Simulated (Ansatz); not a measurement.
Species: C4H3N, SMILES `C=C=CC#N` (charge 0, multiplicity 1).

Problem. Give a relaxed geometry from Ansatz (a quantum-chemistry and plane-wave program) with B3LYP-D3(BJ)/def2-TZVP.

Solution. the end point of this relaxation (outside a Z-matrix the atoms follow the SMILES, hydrogens last).
Cartesian coordinates (Å) in one orientation:
```xyz
8

C     -1.692     0.043     0.369
C     -0.426    -0.211     0.280
C      0.853    -0.480     0.188
C      1.859     0.523     0.291
N      2.695     1.312     0.370
H     -2.202     0.023     1.325
H     -2.278     0.289    -0.510
H      1.191    -1.499     0.027
```
